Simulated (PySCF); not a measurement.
but-1-yne (C4H6), SMILES C#CCC. Atoms are numbered in the order given.

```xyz
10

C     -0.2629    -1.9673     0.0000
C      0.1616    -0.8327     0.0000
C      0.6455     0.5478     0.0000
C     -0.4844     1.5885     0.0000
H     -0.6329    -2.9748     0.0000
H      1.2941     0.6993     0.8810
H      1.2941     0.6993    -0.8810
H     -0.0693     2.6082     0.0000
H     -1.1227     1.4752    -0.8894
H     -1.1227     1.4752     0.8894
```
Charge 0, spin multiplicity 1.

Geometry optimised at B3LYP-D3(BJ)/def2-SVP.

Calculation: ωB97X/def2-TZVP run with PySCF.

The molecule is in vacuum.

Computed frontier levels, gap, dipole moment and polarisability:
```json
{
 "highest_occupied_level": "-10.06 eV",
 "lowest_empty_level": "2.98 eV",
 "orbital_gap": "13.04 eV",
 "dipole_moment": "0.82 D",
 "quadrupole, principal values (traceless, Buckingham form, about the centre of nuclear charge)": "-2.91, -2.36, 5.27 D·Å",
 "mean_static_polarisability": "45.9 bohr³ (6.80 Å³)",
 "polarisability_principal_values": "35.9, 38.5, 63.3 bohr³"
}
```
